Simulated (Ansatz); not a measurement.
Program: Ansatz 0.2.0.

Basis-set series for BrCl3Sn (`[Cl][Sn]([Cl])([Cl])[Br]`). Charge 0, multiplicity 1. Sn: def2 effective core potential. Geometry: relaxed with PBE0-D4/def2-TZVP.

```
functional       basis  functions  energy (Eh)  HOMO (eV)  LUMO (eV)
   PBE0-D4    def2-SVP        112  -4167.74879      -9.20      -3.18
   PBE0-D4  def2-TZVPP        224  -4168.55208      -9.30      -3.26
   ωB97M-V    def2-SVP        112  -4168.24044     -11.39      -1.06
   ωB97M-V  def2-TZVPP        224  -4169.03592     -11.53      -1.24
```

Task: Give the rows for def2-QZVPP. (Best estimate.)

Result: The calculation gave: 
| functional | basis | functions | energy (Eh) | HOMO (eV) | LUMO (eV) |
| --- | --- | --- | --- | --- | --- |
| PBE0-D4 | def2-QZVPP | 381 | -4168.64779 | -9.31 | -3.28 |
| ωB97M-V | def2-QZVPP | 381 | -4169.12769 | -11.55 | -1.30 |

Scalar relativity is left out up to krypton.
